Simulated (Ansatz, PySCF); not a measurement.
Gas-phase reaction (SMILES): O[SiH](O)O + N (NH3) → N[Si](O)(O)O + [H][H] (H2); ammonia cleaves one Si-H bond, a model of a ligand-exchange step.

Structures are relaxed separately at B3LYP-D3(BJ)/def2-TZVP in Ansatz (a quantum-chemistry and plane-wave program), one conformer each, not searched for the lowest. Cores are frozen in the correlated levels unless marked. No spin-orbit coupling. Non-relativistic. CBS marks a two-point X^-3 extrapolation of the correlation energy; Hartree-Fock from the larger set. Thermal terms are rigid-rotor harmonic-oscillator values from B3LYP-D3(BJ) frequencies (Ansatz or PySCF) at 298.15 K and 1 atm. 1 Eh = 627.5095 kcal/mol.

```csv
species,"E, CCSD(T)/CBS(aug-cc-pV(T+d)Z,aug-cc-pV(Q+d)Z) (Ansatz) (Eh)","E, r2SCAN-D4/def2-TZVPD (Ansatz + dftd4) (Eh)",H - E (Eh)
O[SiH](O)O,-517.15971,-517.71215,0.05830
N (NH3),-56.50411,-56.54744,0.03799
N[Si](O)(O)O,-572.50811,-573.10801,0.07786
[H][H] (H2),-1.17444,-1.17100,0.01336
```

Q: Work out ΔE and ΔH at 298.15 K at the first level, then ΔH at the second.

A: 
1. ΔE = [(-572.50811) + (-1.17444)] - [(-517.15971) + (-56.50411)] = -0.01873 Eh = -11.8 kcal/mol at CCSD(T)/CBS(aug-cc-pV(T+d)Z,aug-cc-pV(Q+d)Z).
2. The terms H - E add up to -0.00507 Eh, so ΔH = (-0.01873 + (-0.00507))×627.5095 = -14.9 kcal/mol.
3. At r2SCAN-D4/def2-TZVPD the same steps give ΔE = -12.2 and ΔH = -15.4 kcal/mol, a shift of -0.5 from the first level.
4. These values are not checked against measurement here, since the tables used lack a sound gas-phase enthalpy of formation for at least one species.
